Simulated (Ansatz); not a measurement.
Isolated molecules relaxed with PBE0-D4/def2-TZVP in Ansatz; ΔE leaves out vibrations. CCSD(T)/CBS is the MP2 limit (def2-TZVPP, def2-QZVPP) plus CCSD(T) − MP2 in def2-TZVPP, frozen cores. This one scheme is used for every species. DFT in def2-TZVPP. B3LYP here is the variant with VWN-RPA as its local correlation; programs differ in this. HSE06 is defined as in plane-wave codes. For Ga outer-core shells are correlated without core-valence functions, which leaves a few kJ/mol of doubt a bond. Scalar relativity is left out up to krypton. One conformer a species, not always the lowest.

Reaction (hydrogenolysis of a C–F bond): `F[CH2][GaH][SiH3]` + H₂ → `[CH3][GaH][SiH3]` + H–F

```tsv
level	ΔE (kJ/mol)	difference from CCSD(T)/CBS
LDA (SPW92)	-124.7	13.7
PBE-D4	-121.6	16.8
revPBE-D4	-119.7	18.7
BLYP-D4	-113.7	24.7
r2SCAN-D4	-124.2	14.2
B97M-V	-127.7	10.7
PBE0-D4	-131.7	6.7
B3LYP-D4	-122.6	15.8
r2SCANh-D4	-127.9	10.5
r2SCAN0-D4	-133.0	5.4
HSE06-D4	-131.7	6.7
BHLYP-D4	-130.1	8.3
CAM-B3LYP-D4	-124.1	14.3
ωB97X-V	-123.9	14.5
ωB97M-V	-127.5	10.9
PBE-QIDH	-140.7	-2.3
PBE	-122.3	16.1
BLYP	-115.1	23.3
r2SCAN	-124.4	14.0
PBE0	-132.2	6.2
B3LYP	-123.6	14.8
r2SCANh	-128.1	10.3
r2SCAN0	-133.2	5.2
HSE06	-132.2	6.2
BHLYP	-130.9	7.5
CAM-B3LYP	-124.6	13.8
LC-ωPBE	-132.1	6.3
RPA@PBE/def2-TZVPP	-127.1	11.3
HF/def2-SVP	-129.2	9.2
MP2/def2-SVP	-133.3	5.1
CCSD/def2-SVP	-127.8	10.6
HF/def2-TZVPP	-134.4	4.0
MP2/def2-TZVPP	-144.8	-6.4
SCS-MP2/def2-TZVPP	-137.7	0.7
CCSD/def2-TZVPP	-138.9	-0.5
CCSD(T)/def2-TZVPP	-136.9	1.5
HF/def2-QZVPP	-134.1	4.3
SCS-MP2/def2-QZVPP	-138.8	-0.4
HF/CBS(def2)	-134.1	4.3
MP2/CBS(def2)	-146.4	-8.0
CCSD(T)/CBS	-138.4	0
```

Largest T1 diagnostic among the species: 0.013.

Leaving LDA and LC-ωPBE aside and taking each functional with its dispersion term where it has one, the values spread over 27.0 kJ/mol, from PBE-QIDH to BLYP-D4. From r2SCAN to r2SCAN0 (25 % exact exchange), in def2-TZVPP and without D4, ΔE moves by −8.8 kJ/mol. At CCSD(T), def2-SVP lies +12.9 kJ/mol from the extrapolated value and def2-TZVPP +1.5 kJ/mol.

CCSD(T)/CBS has its own doubt, a few kJ/mol and more with outer-core shells, so smaller differences from it don't rank the levels.
